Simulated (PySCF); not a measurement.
# Dipole moment and polarisability of `Cc1cc(C)c(F)[pH]1`

Compound: C₆H₈FP.
Geometry (GFN2-xTB, Å), atoms numbered from 1 in this order:
```
atom  x, y, z in Å
C1     2.6280   -0.4240   -0.0913
C2     1.2174    0.0577   -0.1244
C3     0.1110   -0.6961    0.0123
C4    -1.1467    0.0169   -0.0487
C5    -2.4619   -0.6666    0.1090
C6    -0.9499    1.3381   -0.2241
F7    -1.9397    2.2477   -0.3247
P8     0.7879    1.7945   -0.4929
H9     3.2016    0.1167    0.6610
H10    3.1078   -0.2548   -1.0547
H11    2.6633   -1.4873    0.1362
H12    0.1285   -1.7619    0.1792
H13   -3.2764    0.0512    0.0568
H14   -2.5918   -1.4091   -0.6779
H15   -2.5028   -1.1814    1.0686
H16    1.0161    2.2672    0.8042
```

Level: B3LYP/def2-SVPD (PySCF), static field, nuclei fixed, core orbitals frozen in the response. The polarisability tensor in these axes (au):

```
x   114.34   5.86  -2.10
y     5.86 103.90  -4.83
z    -2.10  -4.83  66.94
```

Question: Give the principal values, the mean and the anisotropy Δα = √{½[(α1 − α2)² + (α2 − α3)² + (α1 − α3)²]}.

Answer: Principal values 66.28, 101.62 and 117.27 au; mean 95.06 au = 14.09 Å³ = 15.67 × 10⁻⁴⁰ C²·m²/J; Δα = 45.25 au (48 % of the mean).

Question: What is the dipole moment, and where does it point?

Answer: (0.96, -1.81, 0.73) D, 2.17 D in size, pointing from the negative to the positive side. Measured along this direction, the outermost atoms are F7 at the negative end and H11 at the positive end.

Question: In TDDFT the mean static polarisability is Σ f/ω² over all singlet excitations (ω in hartree). How much of it do the 8 lowest give? Their energies (eV) and oscillator strengths: 4.31, 0.0451; 5.12, 0.0018; 5.35, 0.0711; 5.49, 0.0134; 6.11, 0.0172; 6.25, 0.0063; 6.36, 0.0109; 6.48, 0.0170.

Answer: They add up to 4.97 au, 5.2 % of the 95.06 au; the largest single term is 1.84 au, from the state at 5.35 eV. Terms in order: 1.80, 0.05, 1.84, 0.33, 0.34, 0.12, 0.20, 0.30 au. Higher excitations give the rest. The strengths listed sum to 0.183.

Question: Find the Langevin capture rate constant for H3O+ (19.018 u) meeting this molecule (130.035 u), k = 2.342 × 10⁻⁹ cm³/s × √(α in Å³ / reduced mass in u).

Answer: The reduced mass is 16.59 u, so k = 2.16 × 10⁻⁹ cm³/s. The formula leaves out the permanent dipole, which adds to the capture rate.

Question: Rayleigh depolarisation ratio (linearly polarised light, static tensor)?

Answer: ρ = 3Δα²/(45ᾱ² + 4Δα²) = 6141.4/(406624 + 8188.6) = 0.0148.

Isolated species at its GFN2-xTB geometry, gas phase.
